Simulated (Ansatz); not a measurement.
B₆N₆H₁₈, a cluster cut from wurtzite BN (hydrogen-capped). Charge 0, multiplicity 3. Geometry r2SCAN-D4/def2-SVP, that of the neutral singlet; atoms count from 1.

```xyz
30

N    -1.947    0.160   -0.314
B    -1.110    1.228    0.510
B    -0.574   -1.105    1.580
N    -0.247    0.454    1.550
N    -0.121    1.902   -0.533
B     1.314    0.697    1.353
B    -1.047   -0.957   -0.994
N    -0.187   -1.619    0.123
N    -0.061   -0.184   -1.969
B     0.866    0.868   -1.224
B     1.377   -1.460   -0.132
N     1.628    0.113   -0.095
H    -2.504   -0.343    0.392
H    -2.613    0.586   -0.961
H    -1.855    2.069    0.994
H    -1.789   -1.279    1.781
H     0.081   -1.674    2.433
H    -0.468    0.803    2.483
H    -0.599    2.507   -1.202
H     0.486    2.511    0.033
H     1.560    1.917    1.380
H     1.959    0.119    2.208
H    -1.744   -1.737   -1.627
H    -0.369   -2.623    0.124
H    -0.532    0.207   -2.787
H     0.586   -0.905   -2.319
H     1.588    1.442   -2.027
H     2.021   -2.027    0.730
H     1.670   -1.909   -1.255
H     2.630    0.239   -0.236
```

Single mean-field runs in def2-TZVP are fitted with def2-universal-jkfit. At PBE0-D4/def2-TZVP a singlet of charge 0 lies 6.10 eV below the triplet at the same geometry.

(1) Estimate the Mulliken populations of the heavy atoms from the PBE0/def2-TZVP orbitals of Ansatz.

(2) Where does the spin sit?

(3) And the Mayer bond orders between heavy atoms (over 0.3)?

Results:

(1) 
```json
{"atom": "N1", "charge (e)": "-0.14", "spin (α − β)": "-0.02"}
{"atom": "B2", "charge (e)": "-0.14", "spin (α − β)": "0.01"}
{"atom": "B3", "charge (e)": "-0.27", "spin (α − β)": "0.11"}
{"atom": "N4", "charge (e)": "-0.07", "spin (α − β)": "0.09"}
{"atom": "N5", "charge (e)": "-0.14", "spin (α − β)": "-0.01"}
{"atom": "B6", "charge (e)": "-0.28", "spin (α − β)": "0.10"}
{"atom": "B7", "charge (e)": "-0.14", "spin (α − β)": "0.01"}
{"atom": "N8", "charge (e)": "-0.07", "spin (α − β)": "0.09"}
{"atom": "N9", "charge (e)": "-0.14", "spin (α − β)": "-0.01"}
{"atom": "B10", "charge (e)": "-0.16", "spin (α − β)": "0.06"}
{"atom": "B11", "charge (e)": "-0.28", "spin (α − β)": "0.10"}
{"atom": "N12", "charge (e)": "-0.07", "spin (α − β)": "0.10"}
```
Mulliken values depend strongly on the basis.

(2) Summed by element: N 0.24, B 0.38, H 1.38, of 2 unpaired in all. Largest on single atoms: H19 0.29, H25 0.29, H14 0.28.

(3) N1–B2 0.92 (1.59 Å); N1–B7 0.92 (1.59 Å); B2–N4 0.93 (1.56 Å); B2–N5 0.91 (1.59 Å); B3–N4 0.89 (1.59 Å); B3–N8 0.89 (1.59 Å); N4–B6 0.81 (1.59 Å); N5–B10 0.93 (1.59 Å); B6–N12 0.85 (1.59 Å); B7–N8 0.93 (1.56 Å); B7–N9 0.91 (1.59 Å); N8–B11 0.81 (1.59 Å); N9–B10 0.93 (1.59 Å); B10–N12 0.93 (1.56 Å); B11–N12 0.85 (1.59 Å).
